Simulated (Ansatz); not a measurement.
Molecule: AsH$_{3}$ (charge +1, doublet). 
Geometry from a B3LYP-D3(BJ)/def2-TZVP (Ansatz, a first-principles code) optimisation:
```xyz
4

As     0.0005     0.0000     0.0359
H     -0.8542    -1.1590    -0.3848
H     -0.5843     1.3154    -0.3865
H      1.4235    -0.1555    -0.4128
```
Charge +1, spin multiplicity 2.

Basis-set convergence of Hartree-Fock and CCSD correlation energies (hartree) with Ansatz. Valence correlation only, unless marked. Open shells are spin-unrestricted. Spin-orbit coupling is left out. Frozen are the shells of the preceding noble gas and the d and f shells that filled before the atom's block. Non-relativistic.

| basis | functions | E(HF) | E(corr, CCSD) |
|---|---|---|---|
| aug-cc-pVDZ | 63 | -2235.58707 | -0.12540 |
| aug-cc-pVTZ | 128 | -2235.66128 | -0.14799 |
| aug-cc-pVQZ | 231 | -2235.66485 | -0.15398 |

Extrapolating the two largest sets (X = 3 and 4) as X^-3: E(corr) = (64·(-0.15398) - 27·(-0.14799))/37 = -0.1584 Eh, an estimate of the basis-set limit. The largest set recovers 97.2 % of it, the smallest 79.2 %.
